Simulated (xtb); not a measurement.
CH3, charge -1, singlet, at a GFN2-xTB geometry; GFN1-xTB run with xtb.

xtb was given this input:
```
$ xtb mol.xyz --gfn 1 --chrg -1 --etemp 3000 --json

# file mol.xyz
4

C      0.09443537     0.09844229     0.10070566
H     -0.62720871    -0.62142525     0.62463322
H      0.66399153    -0.60849894    -0.59880803
H     -0.60339501     0.63927042    -0.63005917
```

Write the output that xtb gives for this input, abridged.


```
   ID    Z sym.   atoms
    1    6 C      1
    2    1 H      2-4

           -------------------------------------------------
          |                Calculation Setup                |
           -------------------------------------------------

           -------------------------------------------------
          |                 G F N 1 - x T B                 |
           -------------------------------------------------

          ...................................................
          :                      SETUP                      :
          :.................................................:
          :  # basis functions                  10          :
          :  # atomic orbitals                  10          :
          :  # shells                            8          :
          :  # electrons                         8          :
          :  # halogen bonds                     0          :
          :  max. iterations                   250          :
          :  Hamiltonian                  GFN1-xTB          :
          :  restarted?                      false          :
          :  GBSA solvation                  false          :
          :  PC potential                    false          :
          :  electronic temp.         3000.0000000     K    :
          :  accuracy                    1.0000000          :
          :  -> integral cutoff          0.2500000E+02      :
          :  -> integral neglect         0.1000000E-07      :
          :  -> SCF convergence          0.1000000E-05 Eh   :
          :  -> wf. convergence          0.2000000E-04 e    :
          :  Broyden damping             0.4000000          :
          :  net charge                         -1          :
          :  unpaired electrons                  0          :
          ...................................................

 iter      E             dE          RMSdq      gap      omega  full diag
   1     -3.8508577 -0.385086E+01  0.840E+00    6.25       0.0  T
   2     -3.8510689 -0.211225E-03  0.508E+00    6.33       1.0  T
   3     -3.8512604 -0.191480E-03  0.204E-01    6.48       1.0  T
   4     -3.8512745 -0.140455E-04  0.610E-02    6.52       1.0  T
   5     -3.8512764 -0.191454E-05  0.405E-03    6.54      12.3  T
   6     -3.8512764 -0.887376E-08  0.769E-05    6.54     650.3  T
   7     -3.8512764  0.892042E-11  0.132E-04    6.54     379.9  T

   *** convergence criteria satisfied after 7 iterations ***

         :::::::::::::::::::::::::::::::::::::::::::::::::::::
         ::                     SUMMARY                     ::
         :::::::::::::::::::::::::::::::::::::::::::::::::::::
         :: total energy              -3.819549512021 Eh    ::
         :: gradient norm              0.054122158227 Eh/a0 ::
         :: HOMO-LUMO gap              6.539650768097 eV    ::
         ::.................................................::
         :: SCC energy                -3.851276382820 Eh    ::
         :: -> electrostatic           0.181483524006 Eh    ::
         :: repulsion energy           0.032051968416 Eh    ::
         :: dispersion energy         -0.000325097617 Eh    ::
         :: halogen bond corr.         0.000000000000 Eh    ::
         :: add. restraining           0.000000000000 Eh    ::
         :: total charge              -1.000000000000 e     ::
         :::::::::::::::::::::::::::::::::::::::::::::::::::::

           -------------------------------------------------
          |                Property Printout                |
           -------------------------------------------------

    * Orbital Energies and Occupations

         #    Occupation            Energy/Eh            Energy/eV
      -------------------------------------------------------------
         1        2.0000           -0.2679731              -7.2919
         2        2.0000           -0.1662371              -4.5235
         3        2.0000           -0.1662371              -4.5235
         4        2.0000           -0.0443418              -1.2066 (HOMO)
         5        0.0000            0.1959859               5.3330 (LUMO)
         6                          0.2647104               7.2031
         7                          0.2647104               7.2031
         8                          0.4826619              13.1339
         9                          0.4826619              13.1339
        10                          0.7095497              19.3078
      -------------------------------------------------------------
                  HL-Gap            0.2403277 Eh            6.5397 eV
             Fermi-level            0.0758152 Eh            2.0630 eV

  Mulliken/CM5 charges         n(s)   n(p)   n(d)
     1C    -0.85276 -0.97753   1.220  3.633  0.000
     2H    -0.04908 -0.00749   1.049  0.000  0.000
     3H    -0.04908 -0.00749   1.049  0.000  0.000
     4H    -0.04908 -0.00749   1.049  0.000  0.000

Wiberg/Mayer (AO) data.
largest (>0.10) Wiberg bond orders for each atom

 ---------------------------------------------------------------------------
     #   Z sym  total        # sym  WBO       # sym  WBO       # sym  WBO
 ---------------------------------------------------------------------------
     1   6 C    3.052 --     3 H    1.017     4 H    1.017     2 H    1.017
     2   1 H    1.027 --     1 C    1.017
     3   1 H    1.027 --     1 C    1.017
     4   1 H    1.027 --     1 C    1.017
 ---------------------------------------------------------------------------

Topologies differ in total number of bonds
Writing topology from bond orders to xtbtopo.mol

 dipole moment from electron density (au)
     X       Y       Z
  -0.5153  -0.5371  -0.5495  total (Debye):    2.351

           -------------------------------------------------
          | TOTAL ENERGY               -3.819549512021 Eh   |
          | GRADIENT NORM               0.054122158227 Eh/α |
          | HOMO-LUMO GAP               6.539650768097 eV   |
           -------------------------------------------------

normal termination of xtb
```
